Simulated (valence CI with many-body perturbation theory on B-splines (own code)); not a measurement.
# Energy levels of As XIX

Calculated by valence CI with perturbative core correlation (CI+MBPT): five valence electrons over a frozen Dirac-Fock core [Ne], radial functions for each j: 11 s, 11 p, 10 d, 8 f, 5 g, 2 h, with the one-electron correlation potential Σ1, the two-electron term Σ2, the three-electron term Σ3, Breit, model QED; selected CI, second order for the rest, scaled by the run's own slope (own B-spline code, finite nucleus).

No measured levels were compared; by estimate levels of excited configurations hold to 0.05 to 0.15 % of their energy, terms of the ground configuration to about 0.5 %. Among the levels kept, up to 3300 cm⁻¹ of a level comes from second order outside the variational space, and about a tenth of that is noise between levels of different J, which matters for small intervals.

Levels 46 to 90 of 171, with energies above the lowest level, 3s²3p³ ⁴S°_3/2. "Leading %" is the weight of the configuration and term that name the level; weights of strongly mixed levels are sums over their largest components and can fall short. In the jj column 3d3/2^4 stands for four electrons in 3d with j = 3/2. Lifetimes count E1, E2, E3, M1 and M2 decay at the calculated energies, and are blank where another channel may lead or the interval is too uncertain; long ones can be off by a factor of two.

| No. | Configuration | Term | J | E (cm⁻¹) | Leading % | Lifetime | Leading jj |
| --- | --- | --- | --- | --- | --- | --- | --- |
| 46 | 3s3p³3d | ⁶D° | 9/2 | 987780 | 95 | 6.94 ns | 3s 3p1/2 3p3/2^2 3d5/2 (50 %) |
| 47 | 3p⁵ | ²P° | 3/2 | 994770 | 58 | 61.7 ps | 3p1/2^2 3p3/2^3 (58 %) |
| 48 | 3p⁵ | ²P° | 1/2 | 1045500 | 54 | 67.0 ps | 3p1/2 3p3/2^4 (54 %) |
| 49 | 3s3p³3d | ⁴D° | 5/2 | 1052600 | 60 | 403 ps | 3s 3p1/2^2 3p3/2 3d5/2 (34 %) |
| 50 | 3s3p³3d | ⁴F° | 3/2 | 1053000 | 46 | 316 ps | 3s 3p1/2^2 3p3/2 3d3/2 (32 %) |
| 51 | 3s3p³3d | ⁴D° | 7/2 | 1062700 | 77 | 873 ps | 3s 3p1/2 3p3/2^2 3d5/2 (66 %) |
| 52 | 3s3p³3d | ⁴D° | 1/2 | 1069800 | 91 | 608 ps | 3s 3p1/2 3p3/2^2 3d5/2 (41 %) |
| 53 | 3s3p³3d | ⁴D° | 3/2 | 1073100 | 48 | 377 ps | 3s 3p1/2 3p3/2^2 3d3/2 (58 %) |
| 54 | 3s3p³3d | ⁴F° | 5/2 | 1078000 | 62 | 322 ps | 3s 3p1/2 3p3/2^2 3d3/2 (65 %) |
| 55 | 3s3p³3d | ⁴F° | 7/2 | 1086200 | 72 | 335 ps | 3s 3p1/2 3p3/2^2 3d3/2 (51 %) |
| 56 | 3s3p³3d | ⁴F° | 9/2 | 1099200 | 80 | 355 ps | 3s 3p1/2 3p3/2^2 3d5/2 (60 %) |
| 57 | 3s3p³3d | ²S° | 1/2 | 1119300 | 71 | 172 ps | 3s 3p1/2 3p3/2^2 3d5/2 (32 %) |
| 58 | 3s3p³3d | ⁴G° | 5/2 | 1122300 | 80 | 101 ps | 3s 3p1/2^2 3p3/2 3d3/2 (38 %) |
| 59 | 3s3p³3d | ⁴G° | 7/2 | 1127400 | 76 | 106 ps | 3s 3p1/2 3p3/2^2 3d3/2 (32 %) |
| 60 | 3s3p³3d | ⁴G° | 9/2 | 1134900 | 76 | 121 ps | 3s 3p1/2 3p3/2^2 3d5/2 (53 %) |
| 61 | 3s3p³3d | ⁴G° | 11/2 | 1144400 | 94 | 138 ps | 3s 3p1/2 3p3/2^2 3d5/2 (94 %) |
| 62 | 3s3p³3d | ⁴D° | 1/2 | 1157500 | 87 | 57.6 ps | 3s 3p1/2^2 3p3/2 3d3/2 (38 %) |
| 63 | 3s3p³3d | ²G° | 7/2 | 1164000 | 73 | 163 ps | 3s 3p1/2^2 3p3/2 3d5/2 (38 %) |
| 64 | 3s3p³3d | ⁴D° | 3/2 | 1165300 | 54 | 43.7 ps | 3s 3p1/2^2 3p3/2 3d3/2 (41 %) |
| 65 | 3s3p³3d | ²D° | 5/2 | 1168200 | 29 | 30.1 ps | 3s 3p1/2^2 3p3/2 3d3/2 (34 %) |
| 66 | 3s3p³3d | ²G° | 9/2 | 1168500 | 77 | 174 ps | 3s 3p1/2 3p3/2^2 3d3/2 (57 %) |
| 67 | 3s3p³3d | ⁴P° | 3/2 | 1176800 | 47 | 41.3 ps | 3s 3p1/2^2 3p3/2 3d5/2 (40 %) |
| 68 | 3s3p³3d | ⁴P° | 1/2 | 1181600 | 74 | 98.2 ps | 3s 3p1/2 3p3/2^2 3d5/2 (35 %) |
| 69 | 3s3p³3d | ⁴P° | 5/2 | 1190000 | 56 | 13.0 ps | 3s 3p1/2^2 3p3/2 3d5/2 (34 %) |
| 70 | 3s3p³3d | ²D° | 3/2 | 1194900 | 45 | 38.6 ps | 3s 3p1/2 3p3/2^2 3d3/2 (35 %) |
| 71 | 3s3p³3d | ⁴D° | 5/2 | 1199900 | 60 | 48.3 ps | 3s 3p1/2 3p3/2^2 3d5/2 (69 %) |
| 72 | 3s3p³3d | ⁴F° | 7/2 | 1204900 | 57 | 27.7 ps | 3s 3p1/2 3p3/2^2 3d5/2 (25 %) |
| 73 | 3s3p³3d | ⁴F° | 5/2 | 1208500 | 71 | 37.7 ps | 3s 3p1/2 3p3/2^2 3d3/2 (54 %) |
| 74 | 3s3p³3d | ⁴D° | 7/2 | 1209200 | 71 | 36.1 ps | 3s 3p1/2 3p3/2^2 3d5/2 (58 %) |
| 75 | 3s3p³3d | ⁴F° | 9/2 | 1212700 | 61 | 66.5 ps | 3s 3p3/2^3 3d5/2 (39 %) |
| 76 | 3s3p³3d | ⁴F° | 3/2 | 1212700 | 68 | 24.1 ps | 3s 3p1/2 3p3/2^2 3d3/2 (69 %) |
| 77 | 3s3p³3d | ⁴P° | 3/2 | 1216100 | 56 | 12.0 ps | 3s 3p1/2 3p3/2^2 3d3/2 (65 %) |
| 78 | 3s3p³3d | ⁴P° | 5/2 | 1221800 | 48 | 21.9 ps | 3s 3p1/2 3p3/2^2 3d5/2 (54 %) |
| 79 | 3s3p³3d | ²F° | 7/2 | 1223400 | 58 | 60.3 ps | 3s 3p1/2 3p3/2^2 3d5/2 (52 %) |
| 80 | 3s3p³3d | ⁴S° | 3/2 | 1225900 | 43 | 9.85 ps | 3s 3p1/2 3p3/2^2 3d5/2 (49 %) |
| 81 | 3s3p³3d | ⁴P° | 1/2 | 1229900 | 62 | 7.55 ps | 3s 3p1/2 3p3/2^2 3d3/2 (26 %) |
| 82 | 3s3p³3d | ²D° | 5/2 | 1233800 | 35 | 26.6 ps | 3s 3p1/2 3p3/2^2 3d3/2 (31 %) |
| 83 | 3s3p³3d | ⁴D° | 5/2 | 1239000 | 42 | 12.6 ps | 3s 3p1/2 3p3/2^2 3d3/2 (22 %) |
| 84 | 3s3p³3d | ⁴D° | 1/2 | 1242600 | 43 | 9.09 ps | 3s 3p1/2 3p3/2^2 3d3/2 (27 %) |
| 85 | 3s3p³3d | ⁴D° | 7/2 | 1244600 | 64 | 10.3 ps | 3s 3p1/2 3p3/2^2 3d3/2 (28 %) |
| 86 | 3s3p³3d | ⁴D° | 3/2 | 1245400 | 40 | 12.3 ps | 3s 3p1/2^2 3p3/2 3d3/2 (24 %) |
| 87 | 3s3p³3d | ²D° | 3/2 | 1253900 | 49 | 13.1 ps | 3s 3p1/2 3p3/2^2 3d5/2 (41 %) |
| 88 | 3s3p³3d | ⁴D° | 5/2 | 1259600 | 27 | 15.6 ps | 3s 3p1/2 3p3/2^2 3d5/2 (42 %) |
| 89 | 3s3p³3d | ²P° | 3/2 | 1267100 | 58 | 7.89 ps | 3s 3p1/2 3p3/2^2 3d5/2 (38 %) |
| 90 | 3s3p³3d | ²G° | 7/2 | 1267300 | 58 | 21.4 ps | 3s 3p1/2 3p3/2^2 3d3/2 (54 %) |

Names give the largest LS component (configuration and term), which can be under half, so a name can repeat, a term be missing and a line seem to break the LS rules; names also repeat where a configuration has a term twice.

Where two levels of one J and parity lie close, their mixing, g and order are uncertain.
